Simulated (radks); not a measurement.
Problem. Ni III, configuration [Ar] 3d8. Method: non-relativistic Kohn-Sham, LDA (Slater exchange, Perdew-Wang correlation), spin-polarised, spherical densities, point nucleus; open shells are filled with parallel spins first; hard spherical wall at 3 bohr; computed with a radial shooting solver on a logarithmic mesh with Libxc functionals. Some entries of the table are withheld. Estimate them.

| orbital | occ. | eigenvalue (hartree) | <r> (bohr) |
|---|---|---|---|
| 1s up | 1 | -298.4702 | 0.05492 |
| 1s down | 1 | -298.4697 | 0.05492 |
| 2s up | 1 | -35.90840 | 0.2489 |
| 2s down | 1 | -35.86343 | 0.2487 |
| 2p up | 3 | -31.46108 | 0.2169 |
| 2p down | 3 | -31.42696 | 0.2168 |
| 3s up | 1 | -4.60401 | 0.7534 |
| 3s down | 1 | -4.52295 | 0.7550 |
| 3p up | 3 | -3.24930 | 0.7856 |
| 3p down | 3 | -3.17004 | 0.7884 |
| 3d up | 5 | -0.98851 | 0.9185 |
| 3d down | 3 | -0.91449 | 0.9303 |
| 4s up | 0 | -0.41931 | (1) |
| 4s down | 0 | -0.38550 | (2) |
| 4p up | 0 | (3) | 1.767 |
| 4p down | 0 | (4) | 1.771 |
| 4d up | 0 | 0.77171 | 1.726 |
| 4d down | 0 | 0.80850 | 1.723 |

Solution. 
(1) 4s up <r> (bohr): 1.731
(2) 4s down <r> (bohr): 1.736
(3) 4p up eigenvalue (hartree): -0.00623
(4) 4p down eigenvalue (hartree): 0.02654
